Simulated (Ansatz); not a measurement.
Question: Name a neutral molecule of In, Si and H with HOMO–LUMO gap (B3LYP/def2-TZVPP) between 4.35 and 4.65 eV and LUMO energy (ωB97M-V/def2-TZVPP) between -0.70 and -0.40 eV (Ansatz, PBE0-D4/def2-TZVP geometry).

Answer: `[SiH3][SiH2][InH2]` (4.60 eV, -0.69 eV). Other molecules can fit too; these were computed, each in one conformer that needn't be the lowest.

B3LYP here is the variant with VWN-RPA as its local correlation; programs differ in this.
